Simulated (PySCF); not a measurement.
Calculation: ωB97X-D3(BJ)/def2-TZVP // PBE0-D3(BJ)/def2-TZVP (PySCF). Gas-phase values, no solvent. One relaxed conformer stands for a flexible species; it need not be the lowest. Delta-SCF ions had no search for a lower state. Excitations are Tamm–Dancoff values on a coarser integration grid. The basis has no diffuse functions, so Rydberg states are missing or too high.

Reference species (SMILES): `OB(O)I` (H–O–B–I torsion 180°, I–B–O–H torsion -180°) (neutral, multiplicity 1).

```json
{
 "vertical ionisation energy (Delta-SCF)": "9.77 eV",
 "S1–T1 gap (TDA)": "0.54 eV",
 "brightest of the four lowest singlets (TDA)": "7.42 eV"
}
```

After one change: the vertical ionisation energy (Delta-SCF) increases by 2.35 eV; the S1–T1 gap (TDA) falls by 0.22 eV; the brightest of the four lowest singlets (TDA) rises by 2.11 eV.

**Question.** What was changed between the two runs? The new species is one of these.
A. `OB(O)O`
B. `IB(I)I`
C. `OB(I)I` (H–O–B–I torsion 0°)

**Answer.** A, `OB(O)O`
